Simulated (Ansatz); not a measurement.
Cost and result up the ladder for Ca₄O₆H₄, a hydroxylated oxide cluster (14 atoms). The state is a singlet with charge 0. Geometry: B3LYP-D4/def2-SVP.

| atom | x (Å) | y (Å) | z (Å) |
| --- | --- | --- | --- |
| Ca1 | 1.148 | 1.374 | -0.759 |
| Ca2 | -0.775 | -0.271 | -2.625 |
| Ca3 | -1.382 | -0.436 | 0.608 |
| Ca4 | 1.646 | -1.556 | 0.673 |
| O5 | -0.111 | -1.780 | 2.000 |
| O6 | 2.871 | 0.221 | 0.416 |
| O7 | -0.483 | 1.570 | 0.859 |
| O8 | 0.303 | -0.832 | -0.752 |
| O9 | -2.618 | -0.493 | -1.261 |
| O10 | 0.315 | 1.433 | -2.664 |
| H11 | -0.247 | -1.994 | 2.930 |
| H12 | 3.666 | 0.622 | 0.784 |
| H13 | -0.801 | 2.395 | 1.242 |
| H14 | -3.532 | -0.255 | -1.453 |

Ansatz on 4 threads of Arm Neoverse V2 on a shared host. Times are rough, and most runs start from the orbitals of an earlier one. PBE0-D4/def2-TZVP serves as the yardstick here, not as an exact answer. Differences are given only for rows in sets of like size (and for xTB, whose basis is part of the method), since another set adds its own error. Binding counts from free atoms at the same level (Ca singlet, O triplet, H doublet; other spins of the atoms weren't run), without zero-point energy or a counterpoise term.

The 6-31G sets use Cartesian d functions. B3LYP takes the VWN-RPA correlation. Correlated methods freeze 26 core orbitals; core or outer-core shells of Ca are correlated, in sets that lack core-valence functions. The rows differ in basis, and correlated rows in double-zeta sets carry the largest basis error.

Correlated methods converge slowly with the basis, most of all in double-zeta sets.

| level | functions | wall time | binding energy per atom (eV) | difference from PBE0-D4/def2-TZVP (eV) |
| --- | --- | --- | --- | --- |
| HF/STO-3G | 86 | 0.8 s | 1.28 | – |
| HF/6-31G | 178 | 3.7 s | 2.59 | – |
| PBE-D4/def2-SVP | 200 | 5 s | 4.34 | – |
| MP2/def2-SVP | 200 | 6 s | 3.98 | – |
| PBE0-D4/def2-SVP | 200 | 7.5 s | 4.14 | – |
| B3LYP-D4/6-31G | 178 | 8.5 s | 4.00 | – |
| PBE-D4/def2-TZVP (with forces) | 354 | 10 s | 4.24 | 0.19 |
| BLYP-D4/def2-TZVP | 354 | 10 s | 4.17 | 0.13 |
| PBE-D4/def2-TZVPD | 420 | 14 s | 4.24 | 0.20 |
| r2SCAN-D4/def2-TZVP | 354 | 17 s | 4.23 | 0.18 |
| PBE0-D4/def2-TZVP | 354 | 20 s | 4.04 | 0.00 |
| B97M-V/def2-TZVP | 354 | 40 s | 4.10 | 0.05 |
| B97M-V/def2-TZVPD | 420 | 58 s | 4.10 | 0.06 |
